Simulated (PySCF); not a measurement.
C5H8, singlet, at a GFN2-xTB geometry. Base run: DF-R2SCAN/STO-3G run with PySCF.

PySCF was given this input:
```python
from pyscf import gto, scf, dft

mol = gto.Mole()
mol.atom = '''
    C     2.503971    0.008192    0.186465
    C     1.273678   -0.267739   -0.107278
    C     0.036780   -0.542101   -0.380943
    C    -1.127021   -0.174694    0.497261
    C    -2.096308    0.749073   -0.237381
    H     3.124275   -0.678239    0.741354
    H     2.967963    0.932855   -0.119321
    H    -0.212774   -1.054380   -1.302182
    H    -1.652589   -1.088591    0.790151
    H    -0.762261    0.313591    1.402669
    H    -2.941289    0.998027    0.400887
    H    -2.474065    0.268872   -1.137911
    H    -1.595864    1.671477   -0.524394
'''
mol.basis = 'sto-3g'
mol.charge = 0
mol.spin = 0
mol.verbose = 4
mol.max_memory = 1800
mol.build()

mf = dft.RKS(mol)
mf.xc = 'r2scan'
mf = mf.density_fit(auxbasis='def2-universal-jkfit')
mf.kernel()
```

All variants below ran on the same shared machine, one core each. Differences are taken from the largest basis of the Pople family in the series, which isn't the basis-set limit (6-311+G(2d,p): -195.214806 Eh). The cheapest run took roughly 7 core-seconds.

```tsv
setting	basis functions	cost, times the cheapest (rough)	difference in total energy (mEh)
STO-3G	33	1	2415.13
6-31G	61	2	106.35
6-31G*	86	2	67.58
6-31G**	110	4	53.17
6-311G**	138	5	6.87
6-311+G(2d,p)	183	6	reference
```

Times come from a shared machine, hold the start-up and are rough. Total energies converge more slowly with the basis than energy differences do.
